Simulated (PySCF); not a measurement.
# ZrH3 at several levels of theory

All levels use the PBE0 minimum (doublet; Zr–H 1.856 Å (×3); H–Zr–H 116.9° (×3)), basis [Zr def2-TZVP with ECP28, H def2-TZVP], scalar-relativistic core potentials, density fitting, no spin–orbit coupling, PySCF. For vertical energies the ionised species is a singlet (spins chosen at PBE0 and kept) and the electron-attached one a triplet. Atomisation goes to high-spin ground-configuration atoms, without zero-point energy. Open shells are unrestricted, also as the reference of the correlated levels. A dash marks a value that was not computed or is not defined at that level.

```csv
level,atomisation (kJ/mol),vertical IP (eV),vertical EA (eV),−ε(HOMO) (eV),dipole (D)
CCSD(T),?,?,?,–,–
HF,656,7.35,-0.14,8.58,1.69
MP2,797,7.47,0.21,–,–
PBE0,867,7.62,0.51,5.53,1.42
PBE,882,7.55,0.53,4.41,1.26
B3LYP,?,?,?,?,?
r2SCAN,904,7.64,0.52,4.76,1.38
wB97X,867,7.51,0.34,7.65,1.57
```

(1) Fill in the row of CCSD(T).

(2) Fill in the row of B3LYP.

## Answers

(1) atomisation (kJ/mol) 826, vertical IP (eV) 7.47, vertical EA (eV) 0.23.

(2) atomisation (kJ/mol) 888, vertical IP (eV) 7.73, vertical EA (eV) 0.48, −ε(HOMO) (eV) 5.32, dipole (D) 1.39.

For ZrH₃ itself CCSD(T) correlates 15 electrons; T1 = 0.019, D1 = 0.051, (T) = -20 kJ/mol.

Without diffuse functions attachment energies tend to come out too low.

With open d or f shells other occupations or spin states may lie lower.
